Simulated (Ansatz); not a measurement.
Molecule: C2H7Si, charge 0, multiplicity 2. It need not be the lowest isomer of its formula. 
Structure (B3LYP-D3(BJ)/def2-TZVP (Ansatz, a quantum-chemistry and plane-wave program) minimum search):
SMILES: C[CH][SiH3]
```xyz
10

C     -1.7255    -0.5109     0.1624
C     -0.5631     0.3864     0.4233
Si     1.1297     0.1176    -0.2512
H     -2.5446     0.0310    -0.3268
H     -2.1420    -0.9052     1.0977
H     -1.4693    -1.3626    -0.4701
H     -0.7613     1.2484     1.0535
H      1.6656    -1.2051     0.1693
H      2.0492     1.1808     0.2178
H      1.1176     0.1137    -1.7391
```
Charge 0, spin multiplicity 2.

Total electronic energies in hartree. Valence correlation only, unless marked. Open shells are spin-unrestricted. No spin-orbit coupling. No relativistic terms. Basis-set limits of correlation are two-point, X^-3; Hartree-Fock from the larger set. The bracket is a focal-point correction in the basis named.

| level | program | energy (Eh) |
|---|---|---|
| HF/aug-cc-pV(T+d)Z | Ansatz | -368.74586 |
| SVWN5/def2-TZVPD | Ansatz | -367.94050 |
| BLYP/def2-TZVPD | Ansatz | -369.83371 |
| B97M-V/def2-TZVPD | Ansatz | -369.81607 |
| B3LYP-D4/def2-TZVPD | Ansatz + dftd4 | -369.93162 |
| PBE0-D4/def2-TZVP | Ansatz + dftd4 | -369.66928 |
| PBE0-D4/def2-TZVPD | Ansatz + dftd4 | -369.66972 |
| PBE0/def2-QZVPP | Ansatz | -369.68085 |
| r2SCAN0-D4/def2-TZVPD | Ansatz + dftd4 | -369.80661 |
| HSE06-D3(BJ)/def2-TZVPD | Ansatz + dftd3 | -369.65671 |
| CAM-B3LYP-D3(BJ)/def2-TZVPD | Ansatz + dftd3 | -369.85236 |
| LC-wPBE-D3(BJ)/def2-TZVPD | Ansatz + dftd3 | -369.75893 |
| LC-wPBE-D4/def2-TZVPD | Ansatz + dftd4 | -369.75946 |
| B2GP-PLYP-D3(BJ)/def2-TZVPD | Ansatz + dftd3 | -369.62648 |
| B2PLYP-D3(BJ)/def2-TZVPD | Ansatz + dftd3 | -369.68638 |
| MP2/cc-pV(D+d)Z | Ansatz | -369.07537 |
| SCS-MP2/aug-cc-pV(T+d)Z | Ansatz | -369.22010 |
| SCS-MP2/aug-cc-pV(Q+d)Z | Ansatz | -369.25726 |
| CCSD/aug-cc-pV(D+d)Z | Ansatz | -369.15153 |
| CCSD(T)/cc-pV(D+d)Z | Ansatz | -369.14306 |
| CCSD(T)/cc-pVTZ | Ansatz | -369.26168 |
| RI-MP2/CBS(cc-pV(T+d)Z,cc-pV(Q+d)Z)+[CCSD(T)-MP2]/cc-pV(D+d)Z | Ansatz | -369.3243 |
| CCSD(T)/CBS(aug-cc-pV(T+d)Z,aug-cc-pV(Q+d)Z) | Ansatz | -369.3180 |

Totals of different functionals don't rank their quality; only differences between species are comparable.
